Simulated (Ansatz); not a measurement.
sulfuric acid (H2O4S), singlet, geometry from GFN2-xTB; HF/def2-SVP run with Ansatz (an electronic-structure program).

Ansatz was given this input:
Ansatz 0.2 input:
```yaml
crystal:
  periodic: [false, false, false]
  atoms:
    - {symbol: O, position_ang: [-0.55270887, 1.35278782, 0.31094223]}
    - {symbol: S, position_ang: [-0.08041867, -0.12569137, -0.01074187]}
    - {symbol: O, position_ang: [-0.62676941, -0.48852650, -1.26558736]}
    - {symbol: O, position_ang: [-0.27441856, -0.91999660, 1.14521182]}
    - {symbol: O, position_ang: [1.47921766, 0.09531076, -0.18718448]}
    - {symbol: H, position_ang: [-0.79115034, 1.75123860, -0.52439176]}
    - {symbol: H, position_ang: [1.87528245, -0.05678066, 0.66920393]}
basis:
  gaussian:
    orbitals: def2-SVP
hamiltonian:
  xc: hf
```

Question: Predict the main parts of the log of this Ansatz run.

Answer: 
```
Functional definition: HF
772 factors; integrals over basis functions are off by at most 1.2e-3 eV
mean field evaluation 1: about -18978.2372 eV, gradient 6.1e1 eV
mean field evaluation 2: about -18978.3404 eV, gradient 6.1e1 eV
mean field evaluation 4: about -18984.8211 eV, gradient 3.8e0 eV
mean field evaluation 8: about -18984.8644 eV, gradient 6.1e-2 eV
mean field -18984.86441872 eV, -697.6808989848 hartree, gradient 3.6e-5 eV, S^2 0.000000; 0 other end points of the search recorded, 0 dependent functions left out
reference -18984.86441872 eV, -697.6808989848 hartree; 25, 25 occupied and 59, 59 virtual orbitals, 772 factors
Total energy: -18984.86441872 eV, -697.6808989848 hartree
```
